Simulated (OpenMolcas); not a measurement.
Lines of neutral tin: computed and rescaled rates

```yaml
Program: OpenMolcas 26.06
Method: "MS-RASPT2, IPEA 0.25 Eh, imaginary shift 0.1 Eh (closed shells correlated: 4d 5s)"
Basis: ANO-RCC [10s9p8d5f3g]
Scalar_Hamiltonian: DKH2, point nucleus
Active_space: 2 electrons in 9 orbitals (RAS2 5p; RAS3 5d 6s, at most 1 electron)
State_averaging: 2S+1 = 3 even, 3 roots; 2S+1 = 1 even, 6 roots; 2S+1 = 3 odd, 18 roots; 2S+1 = 1 odd, 18 roots
Spin-orbit_coupling: state interaction with AMFI integrals over the reference wave functions, term energies averaged over their components
```

Rates come from the transition moments of the reference wave functions (E1 and E2 in the length form). At fixed line strength A goes as λ^-3 for E1 and M1 and as λ^-5 for E2, so a rate at the computed wavelength can be rescaled to the measured one. Measured vacuum wavelengths follow from level energies in NIST Handbook of Basic Atomic Spectroscopic Data. Branching counts decays inside the model space alone, at computed energies, and the table is only a selection of the E1 lines, drawn from those between levels with measured partners whose computed energy lies within a factor of 1.5 of the measured one.

```csv
Upper,Lower,Type,λ computed (nm),λ measured (nm),A computed (s-1),A rescaled (s-1),Branching %
5s2 5p 6s 1P* 1,5s2 5p2 1S0,E1,491.9,452.6,5.35e+06,6.87e+06,1.7
5s2 5p 6s 3P* 1,5s2 5p2 1D2,E1,361.2,380.2,2.48e+07,,9.2
5s2 5p 6s 3P* 2,5s2 5p2 1D2,E1,324,333.2,1.06e+07,,3.4
5s2 5p 6s 1P* 1,5s2 5p2 1D2,E1,316.4,326.3,2.63e+08,2.40e+08,83.0
5s2 5p 6s 3P* 1,5s2 5p2 3P2,E1,304.6,317.6,1.15e+08,1.01e+08,42.6
5s2 5p 6s 3P* 0,5s2 5p2 3P1,E1,292.5,303.5,2.52e+08,2.26e+08,100.0
5s2 5p 6s 3P* 1,5s2 5p2 3P1,E1,290.5,301,5.09e+07,4.58e+07,18.9
5s2 5p 6s 3P* 1,5s2 5p2 3P0,E1,279.2,286.4,7.82e+07,7.24e+07,29.1
5s2 5p 6s 3P* 2,5s2 5p2 3P2,E1,277.7,284.1,2.09e+08,1.95e+08,67.7
5s2 5p 6s 3P* 2,5s2 5p2 3P1,E1,266,270.7,8.94e+07,8.48e+07,28.9
5s2 5p 6s 1P* 1,5s2 5p2 3P1,E1,260.8,266.2,1.70e+07,,5.4
5s2 5p 5d 3F* 3,5s2 5p2 1D2,E1,254.9,257.2,1.16e+07,,6.0
5s2 5p 6s 1P* 1,5s2 5p2 3P0,E1,251.6,254.7,3.14e+07,,9.9
5s2 5p 5d 3F* 3,5s2 5p2 3P2,E1,225.3,227,1.81e+08,1.77e+08,94.0
```

Spin-changing lines and M1 lines between different terms are not rescaled, since their strength hangs on the term gaps too.

The largest correction is for 5s2 5p 6s 1P* 1 → 5s2 5p2 1S0 (E1): 5.35e+06 × (491.9 / 452.6)^3 = 6.87e+06 s-1, a factor of 1.28.

The computed rate and branching of 5s2 5p 6s 3P* 0 → 5s2 5p2 3P1 give the upper level a radiative lifetime of 1.000 / 2.52e+08 s-1 = 3.97e-09 s, counting decays inside the model space alone. The rescaled rate gives about 4.4e-09 s.

No measured rate stands beside these. Rescaling mends the energy factor alone: line strengths can still be far off where a level mixes with configurations outside the active space, and weak or spin-changing lines hang on small mixing coefficients that depend on the term gaps too, so rescaling need not improve them.

CASPT2 breaks the degeneracy within a term, and the mean is taken; among the terms shown or strongly mixed into the levels shown the widest spread is 130 cm-1 (5s2 5p 5d 3F*). ANO sets are built for valence states and can reach diffuse excited orbitals poorly, and with the s shell closed the s pⁿ⁺¹ terms that mix with these levels are absent. With the s shell closed, the reference lacks s² → p² mixing. Computed and measured levels are paired by configuration, term and J; levels that our copy of the source lacks, or whose pairing is in doubt (as where it misses far off the trend of its configuration), stay unpaired. Levels of configurations outside the active space are missing.

* marks odd parity.
